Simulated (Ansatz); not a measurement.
Basis-set extrapolation for C$_{6}$H$_{13}$NO (`CCCCNC(C)=O`) (PBE0-D4/def2-TZVP geometry, frozen core, Ansatz 0.2.0). Multiplicity 1, RHF reference.

```csv
,def2-TZVPP,def2-QZVPP
HF,-364.258889,-364.275935
MP2 correlation,-1.468580,-1.566770
CCSD(T) correlation,-1.594322,not run
```

Energies in hartree. Use E(X) = E(∞) + A·exp(−7.88·√X) for Hartree–Fock and E(X) = E(∞) + B·X^(−2.97) for correlation, with X = 3 and 4, and add CCSD(T) minus MP2 of the smaller set to the MP2 limit.

What is the CCSD(T) energy at the basis-set limit?

HF limit: -364.275935 + (-0.017046) × 0.13774 = -364.27828. MP2 limit: -1.566770 + (-0.098190) × 0.74074 = -1.63950. Higher-order term: -1.594322 − (-1.468580) = -0.12574. Total: -366.04352 hartree, 119.4 kcal/mol below CCSD(T)/def2-TZVPP.
